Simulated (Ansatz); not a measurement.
Geometry optimisation, Ansatz, RKS PBE0-D4/def2-SVP.

Input file:

```yaml
crystal:
  periodic: [false, false, false]
  atoms:
    - { symbol: B, position_ang: [0.016647, -0.497904, -0.460931] }
    - { symbol: F, position_ang: [0.016632, 0.014783, 2.008141] }
    - { symbol: Cl, position_ang: [1.522659, 0.220265, -0.949417] }
    - { symbol: Cl, position_ang: [-1.507779, 0.185464, -0.940482] }
    - { symbol: H, position_ang: [0.030673, -1.555444, 0.098257] }
    - { symbol: H, position_ang: [0.032569, -0.893065, 1.838632] }
basis:
  gaussian: { orbitals: def2-SVP }
hamiltonian:
  xc: pbe0
  dispersion: d4
relax:
  f_tol: 0.03
  max_steps: 50
```

Launched with:

```bash
$ ansatz run input.yaml --threads 2 --pin off --max-ram 3072MiB --backend cpu --events-out ev --progress --plain --runs-dir out
```

**Question.** Where does it end, and by what steps?

**Answer.** The run converged. After 11 steps the energy has fallen by 0.022 eV; H6 moved furthest, 0.40 Å.

```
step  energy less start (eV)  largest force component (eV/Å)  accepted
   0                  0.0000                           0.224       yes
   1                  0.0045                           1.131        no
   2                 -0.0081                           0.189       yes
   3                 -0.0074                           0.866        no
   4                 -0.0118                           0.210       yes
   5                 -0.0149                           0.175       yes
   6                 -0.0181                           0.081       yes
   7                 -0.0204                           0.192       yes
   8                 -0.0132                           0.613        no
   9                 -0.0210                           0.198       yes
  10                 -0.0219                           0.207       yes
  11                 -0.0224                           0.005       yes
```

```xyz
6
Properties=species:S:1:pos:R:3
B 0.017 -0.528 -0.541
F 0.017 0.020 1.906
Cl 1.520 0.259 -0.939
Cl -1.507 0.224 -0.931
H 0.031 -1.660 -0.137
H 0.033 -0.841 2.237
```

Whether the end is a true minimum wasn't checked by a vibrational analysis.

The run took 16 s on 2 threads of Arm Neoverse V1, with other jobs on the host, peak memory 0.14 GiB.
